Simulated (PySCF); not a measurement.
A GIAO shielding run with PySCF (density fitting, non-relativistic, gas phase) on `CCCN[SiH2]OC`, C4H13NOSi:

```
$ OMP_NUM_THREADS=1 python probes_run.py task.json out

{"job": {"kind": "nmr", "xc": "PBE0", "basis": "pcSseg-1"}, "charge": 0, "multiplicity": 1}
C     -2.590827     0.833818     0.509639
C     -2.215796    -0.099163    -0.635425
C     -1.278194    -1.228582    -0.189505
N     -0.007495    -0.777358     0.307606
Si     1.280231    -0.349135    -0.726932
O      2.325001     0.273462     0.350228
C      3.617419     0.696247     0.071482
H     -3.282953     1.598710     0.165406
H     -1.706771     1.329444     0.904384
H     -3.067033     0.277599     1.314612
H     -3.120252    -0.544028    -1.055531
H     -1.718546     0.470449    -1.422054
H     -1.079593    -1.879221    -1.043726
H     -1.775234    -1.824048     0.585354
H     -0.088511    -0.281076     1.181909
H      1.020760     0.649646    -1.781810
H      1.776919    -1.571841    -1.369621
H      3.632933     1.403041    -0.762554
H      4.256198    -0.152695    -0.187106
H      4.016594     1.185409     0.961215
```

Hardware: 1 thread of an Arm Neoverse N1, shared host. The job also computes population analyses, field gradients.

(1) How large is the calculation?

(2) How long does it take, and how much memory does it need?

## Answers

(1) 66 electrons, 191 basis functions and 1008 auxiliary functions.

(2) 55 s of wall time, with 13 SCF cycles and 4 response iterations; peak memory 0.85 GiB. Times on a shared host scatter by some tens of per cent.
